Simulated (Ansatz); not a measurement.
A nudged elastic band was laid between two geometries of AlFH4OSi (8 atoms, charge 0, multiplicity 1).

All numbers below come from Ansatz, RKS PBE-D4/6-31G*.

```yaml
movable_images: 7
climbing_image: yes
spring: 5.0 eV/Å²
optimiser: quadratic models (default)
start_path: through a guess of the saddle point
force_threshold: 0.03 eV/Å
iteration_limit: 60
end_points: relaxed
```

Initial state:

```xyz
8
Properties=species:S:1:pos:R:3
Al 0.309 -0.058 0.325
H 0.865 0.219 1.779
F 1.262 0.294 -0.995
O -1.250 -0.711 0.106
Si -2.567 -1.289 -0.722
H -3.035 -2.567 -0.091
H -3.684 -0.288 -0.668
H -2.241 -1.561 -2.163
```

Final state:

```xyz
8
Properties=species:S:1:pos:R:3
Al -0.467 0.849 0.692
H 1.985 0.020 0.714
F 1.389 -0.579 0.271
O -1.596 -0.213 -0.093
Si -2.655 -1.255 -0.825
H -2.602 -2.615 -0.186
H -4.067 -0.751 -0.720
H -2.329 -1.416 -2.284
```

(1) Which bonds break or form, and what moves?

(2) Give the energies along the band, and the barrier.

(3) What is the geometry of the highest image?

The band took 32 iterations and about 7 core-minutes.

## Answers

(1) Bonds broken: Al1–H2, Al1–F3. Bonds formed: H2–F3. AlFH4OSi becomes AlH3OSi + FH.

(2) The run converged. The highest image is number 5 of 0 to 8, 271.1 kJ/mol above the first end and 43.3 kJ/mol above the last; the last end lies 227.8 kJ/mol above the first. Neighbouring images differ by up to 1.5 eV, so the band resolves the path poorly. A vibrational analysis at the climbing image gives one clearly imaginary mode, 1034i cm⁻¹: a first-order saddle point. The orbitals stay closed-shell, which can raise the energy where a bond breaks towards radicals; this wasn't checked here.

| image | path coordinate (Å) | energy (kJ/mol) | Al1–H2 (Å) | Al1–F3 (Å) | H2–F3 (Å) |
| --- | --- | --- | --- | --- | --- |
| 0 | 0.00 | 0.0 | 1.58 | 1.66 | 2.80 |
| 1 | 0.68 | 0.1 | 1.58 | 1.66 | 2.80 |
| 2 | 1.36 | 0.7 | 1.58 | 1.66 | 2.80 |
| 3 | 2.04 | 7.8 | 1.58 | 1.66 | 2.63 |
| 4 | 2.72 | 122.5 | 1.59 | 1.68 | 1.98 |
| 5 | 3.40 | 271.1 | 1.76 | 1.88 | 1.24 |
| 6 | 4.04 | 231.4 | 2.37 | 2.31 | 0.96 |
| 7 | 4.67 | 228.4 | 2.55 | 2.37 | 0.95 |
| 8 | 5.31 | 227.8 | 2.59 | 2.38 | 0.95 |

(3) 
```xyz
8
Properties=species:S:1:pos:R:3
Al -0.150 0.181 0.670
H 1.490 0.691 1.052
F 1.617 -0.060 0.072
O -1.241 -0.725 -0.299
Si -2.676 -1.360 -0.849
H -2.752 -2.824 -0.528
H -3.853 -0.675 -0.213
H -2.777 -1.187 -2.336
```

Time of the run: 6.9 min on 1 thread of Arm Neoverse V2, on a shared host, peak memory 0.16 GiB.
